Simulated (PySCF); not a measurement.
State search for CsO

Unrestricted PBE0; Cs x2c-TZVPPall, O x2c-TZVPPall; spin-free X2C with a Gaussian nucleus (PySCF 2.14). Outer shells of the fragments: Cs 6s1; O 2s2 2p4.

Followed along the bond (rough minima from three points):

| 2Ms+1 | unpaired | ⟨S²⟩ at the start | R at minimum (Å) | Te (eV) |
| --- | --- | --- | --- | --- |
| 2 | σ ↑ | 0.76 | 2.28 | 0.00 |
| 2 | π ↑ | 0.76 | 2.48 | 0.17 |
| 4 | σ ↑, π ↑↑ | 3.75 | none in the scan | ≤ 3.21 |

Solutions found at the starting distance of 2.805 Å, counted from the lowest of them; the search is not exhaustive and high or unbound solutions are not listed, so other states can lie among these:

```csv
2Ms+1,unpaired,term,E (eV),⟨S²⟩,⟨Lz²⟩,μ (D)
2,π ↑,²Π,0.00,0.76,1.01,-9.81
2,σ ↑,²Σ⁺,0.16,0.76,0.00,-10.37
4,"σ ↑, π ↑↑",⁴Σ⁻,2.94,3.75,0.00,0.92
4,"σ ↑↑, π ↑",⁴Π,2.97,3.75,1.01,1.29
2,"σ ↓, π ↑↑",mixed,2.97,1.75,0.00,1.32
2,"σ ↑, π ↑↓",mixed,3.70,1.75,2.01,1.12
4,π ↑↑↑,⁴Π,4.05,3.75,1.00,0.11
4,"σ ↑, π ↑↑",mixed,4.09,3.75,2.01,1.26
4,"σ ↑, π ↑↑",mixed,4.12,3.75,2.01,2.47
4,"π ↑↑, δ ↑",⁴Δ,4.36,3.75,4.00,0.45
```

A term symbol is given only where ⟨S²⟩ and ⟨Lz²⟩ are close to those of a pure state; real π, δ and φ orbitals otherwise mix terms. A positive dipole means Cs(−)O(+).

Question: Compare the gap between the two lowest followed solutions at the starting distance with the gap between their minima.

Answer: At PBE0 the second solution (doublet, unpaired electrons π ↑) lies -0.16 eV from the first (doublet, unpaired electrons σ ↑) at 2.805 Å and +0.17 eV at the minima; the two curves relax by different amounts, since their minima lie near 2.48 and 2.28 Å.

Spin–orbit coupling is left out. Counting both spins, an empty level lies below a filled one in some of these solutions, because spin and occupation are held.
